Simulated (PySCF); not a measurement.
SnCl3I, SMILES [Cl][Sn]([Cl])([Cl])[I].

Geometry: PBE-D3(BJ)/def2-SVP. The structure was generated by enumeration; whether it is a known compound was not checked. The def2 effective core potentials stand for the cores of I, Sn; spin–orbit coupling is left out.

Computed with PBE-D3(BJ)/def2-SVP in PySCF.

Frequencies are harmonic and unscaled.

### Question
Give all harmonic wavenumbers and intensities. (An estimate is asked for; the answer gives what the named calculation found.)

### Answer

```json
[
 {"mode": "1", "ν (cm⁻¹)": "71", "IR (km/mol)": "0.4", "moving atoms (share of kinetic energy)": "Cl 73 %, I 16 %, Sn 10 %"},
 {"mode": "2", "ν (cm⁻¹)": "71", "IR (km/mol)": "0.4", "moving atoms (share of kinetic energy)": "Cl 73 %, I 16 %, Sn 10 %"},
 {"mode": "3", "ν (cm⁻¹)": "107", "IR (km/mol)": "4.5", "moving atoms (share of kinetic energy)": "Cl 77 %, Sn 22 %"},
 {"mode": "4", "ν (cm⁻¹)": "107", "IR (km/mol)": "4.5", "moving atoms (share of kinetic energy)": "Cl 77 %, Sn 22 %"},
 {"mode": "5", "ν (cm⁻¹)": "108", "IR (km/mol)": "7.5", "moving atoms (share of kinetic energy)": "Cl 73 %, I 20 %"},
 {"mode": "6", "ν (cm⁻¹)": "204", "IR (km/mol)": "20.2", "moving atoms (share of kinetic energy)": "Sn 45 %, I 43 %, Cl 12 %"},
 {"mode": "7", "ν (cm⁻¹)": "351", "IR (km/mol)": "34.5", "moving atoms (share of kinetic energy)": "Cl 85 %, Sn 15 %"},
 {"mode": "8", "ν (cm⁻¹)": "380", "IR (km/mol)": "49.7", "moving atoms (share of kinetic energy)": "Cl 71 %, Sn 29 %"},
 {"mode": "9", "ν (cm⁻¹)": "380", "IR (km/mol)": "49.7", "moving atoms (share of kinetic energy)": "Cl 71 %, Sn 29 %"}
]
```
